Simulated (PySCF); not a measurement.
# How methods differ on the excitation energy of B⁺

B⁺ [He] 2s2 (1S) → B⁺ [He] 2s1 3s1 (3S), as a difference of total energies. Computed with PySCF 2.14 in aug-cc-pCVTZ-DK with one added diffuse shell each of s, p, d, f type (8s7p5d3f, 75 functions), with scalar relativity by spin-free X2C-1e. Correlated levels: valence: 1s2 frozen. The calculations carry no spin-orbit coupling.

Q: Order these methods by the excitation energy they give, lowest first.
A. CCSD (valence)
B. UHF
C. MP2 (valence)
D. SCS-MP2 (valence)

A: B (118130 cm⁻¹), C (125470 cm⁻¹), D (127570 cm⁻¹), A (129540 cm⁻¹).

Errors of the correlated levels include the incompleteness of this basis and the frozen core.

With two correlated electrons CCSD is exact in that space.

For comparison: 129770 cm⁻¹ (measured; NIST levels).
